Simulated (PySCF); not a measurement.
Computed properties of B(H)(F)(Me) (CH4BF), SMILES FBC

B(H)(F)(Me) (CH4BF), SMILES CBF. Geometry optimised at PBE0-D3(BJ)/def2-TZVP. The values are those of a single conformer. All values are computed for the isolated molecule unless a solvent is named; none is compared with measurement here.

**Structure.** All 15 harmonic modes at PBE0-D3(BJ)/def2-TZVP (PySCF) are real, so it is a minimum. With heavy atoms numbered as in [BH:1]([F:3])[CH3:4], the shortest bond between them is B1–F3 at 1.326 Å and the longest B1–C4 at 1.553 Å.

**Vibrations.** The strongest infrared lines (harmonic, unscaled, degenerate partners summed) lie at 1367 cm⁻¹ (297 km/mol, H 40 %, B 39 %, C 12 %, F 9 %), 2595 cm⁻¹ (157 km/mol, H 91 %, B 9 %), 996 cm⁻¹ (59 km/mol, H 51 %, B 36 %, C 11 %). The softest mode is at 69 cm⁻¹ and the zero-point energy is 32.1 kcal/mol.

**Electronic structure.** M06-2X/def2-TZVPD (PySCF) places the frontier levels at -10.41 and 0.22 eV, a gap of 10.63 eV, and gives a dipole moment of 1.36 D and a mean polarisability of 28.2 bohr³.

**Excitations.** TDA-ωB97X/def2-SVPD (PySCF) has S1 at 6.69 eV (185 nm, f = 0.002, weak); the most intense of the 10 singlets computed lies at 10.27 eV (f = 0.24). T1 (TDA) is at 6.16 eV, 0.53 eV under S1. No vertical singlet excitation falls in the visible range (under 3.1 eV).

**NMR.** GIAO shifts at HF/pcSseg-2 (PySCF) (non-relativistic, atoms alike by connectivity averaged): ¹³C at 8.6 ppm against TMS; ¹H from 0.7 to 5.2 ppm against TMS; ¹⁹F at -7.5 ppm against CFCl3; ¹¹B at 43.6 ppm against BF3.
